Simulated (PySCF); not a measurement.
## MgBi⁺, PBE0: how much the basis matters

PySCF, UKS reference; triplet, unpaired electrons π ↑↑; De to Mg + Bi⁺ without counterpoise correction.

```tsv
basis	relativity	functions	Re (Å)	ωe (cm⁻¹)	De (eV)	μ (D)
def2-SVP	scalar-relativistic core potentials	44	2.838	223	n/a	-9.15
def2-SVPD	scalar-relativistic core potentials	53	2.835	223	n/a	-9.11
aug-cc-pVDZ/aug-cc-pVDZ-PP	scalar-relativistic core potentials	59	2.824	227	n/a	-9.00
```

Task: How does each smaller set differ from the one with most functions, aug-cc-pVDZ/aug-cc-pVDZ-PP?

Result: def2-SVP: +1.4 pm, -1.8 % in ωe; def2-SVPD: +1.1 pm, -1.8 % in ωe. All at PBE0; the set with most functions is neither the basis-set limit nor always the best.

A positive dipole points towards Bi; it is taken about the centre of mass and depends on that origin. These are scalar-relativistic numbers at best; spin–orbit coupling would shift them, the dissociation energy most. The state is the lowest determinant that a PBE0 search found; another state may lie lower at other levels.
